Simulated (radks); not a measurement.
Charge is removed step by step from the 4s level of As, starting from [Ar] 3d10 4s2 4p3. Method: scalar-relativistic Kohn-Sham, r2SCAN, spin-unpolarised, spherical densities, finite nucleus; meta-GGA in the generalised Kohn-Sham scheme; Fermi nuclear charge, rms radius 4.0968 fm; computed with a radial shooting solver on a logarithmic mesh with Libxc functionals.

| removed (e) | E - E(0) (eV) | eigenvalue (eV) | E minus straight line (eV) |
|---|---|---|---|
| 0 | 0.000 | -15.016 | 0.000 |
| 0.1 | 1.547 | -15.925 | -0.429 |
| 0.2 | 3.185 | -16.850 | -0.767 |
| 0.3 | 4.916 | -17.789 | -1.011 |
| 0.4 | 6.743 | -18.743 | -1.161 |
| 0.5 | 8.665 | -19.710 | -1.214 |
| 0.6 | 10.684 | -20.689 | -1.170 |
| 0.7 | 12.802 | -21.680 | -1.028 |
| 0.8 | 15.020 | -22.681 | -0.787 |
| 0.9 | 17.338 | -23.693 | -0.444 |
| 1 | 19.758 | -24.715 | 0.000 |

Removing the whole electron costs 19.758 eV by Delta-SCF, against 15.016 eV from minus the eigenvalue at the starting occupation. Slater's transition state (half an electron removed) gives 19.710 eV. Integrating minus the eigenvalue over the occupation (Janak's theorem) gives 19.761 eV. In this scalar-relativistic scheme the density is built from large components alone, so the theorem holds only approximately. The mean slope of the eigenvalue, de/dn, is 9.70 eV per electron.
